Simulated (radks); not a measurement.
W LV, 20 electrons, occupied as [Ar] 4s2 (not the ground configuration). All-electron calculation, scalar-relativistic Kohn-Sham, PBE, spin-polarised, spherical densities, point nucleus. Program: a radial shooting solver on a logarithmic mesh with Libxc functionals. Some entries of the table are withheld. Estimate them.

| orbital | occ. | eigenvalue (hartree) | <r> (bohr) | r(max) (bohr) |
|---|---|---|---|---|
| 1s | 2 | -2696.913 | 0.01834 | 0.01145 |
| 2s | 2 | -580.5550 | 0.07693 | 0.06543 |
| 2p | 6 | -525.9878 | (1) | 0.05366 |
| 3s | 2 | -222.5377 | 0.1883 | 0.1777 |
| 3p | 6 | -206.3396 | 0.1856 | (2) |
| 3d | 0 | -191.2708 | (3) | (4) |
| 4s | 2 | (5) | 0.3578 | 0.3591 |
| 4p | 0 | -108.4117 | 0.3614 | 0.3635 |

Answer. 
(1) 2p <r> (bohr): 0.06877
(2) 3p r(max) (bohr): 0.1741
(3) 3d <r> (bohr): 0.1643
(4) 3d r(max) (bohr): 0.1388
(5) 4s eigenvalue (hartree): -114.9114
